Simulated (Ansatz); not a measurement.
Reaction (substitution at a C–Si bond): `C[SiH2][SnH3]` + `N=C(O)O` → `CN=C(O)O` + `[SiH3][SnH3]`

Calculated with Ansatz (gas phase, PBE0-D4/def2-TZVP geometries, no zero-point term in ΔE). CBS: MP2 limit from def2 TZ/QZ plus the TZ coupled-cluster correction, frozen cores. Functionals use def2-TZVPP. B3LYP here is the variant with VWN-RPA as its local correlation; programs differ in this. Elements past krypton have def2 core potentials. For Sn outer-core shells are correlated without core-valence functions, which leaves a few kJ/mol of doubt a bond. One conformer a species, not always the lowest.

(1) Is it downhill or uphill in electronic energy at CCSD(T)/CBS, and by how much? (Estimate.)

(2) What do these levels give: PBE0-D4, ωB97M-V, B2PLYP, PBE, r2SCAN, PBE0, B3LYP, CCSD(T)/def2-TZVPP, HF/def2-QZVPP, MP2/def2-QZVPP, MP2/CBS(def2), CCSD/CBS(def2)? (An estimate is asked.)

Largest T1 diagnostic among the species: 0.013.

Answers

(1) Computed: Uphill: ΔE = +16.1 kcal/mol.

(2) Ansatz gave: PBE0-D4 15.6, ωB97M-V 16.0, B2PLYP 15.5, PBE 15.0, r2SCAN 15.9, PBE0 15.4, B3LYP 15.0, CCSD(T)/def2-TZVPP 15.4, HF/def2-QZVPP 15.0, MP2/def2-QZVPP 16.7, MP2/CBS(def2) 17.0, CCSD/CBS(def2) 16.3 kcal/mol.
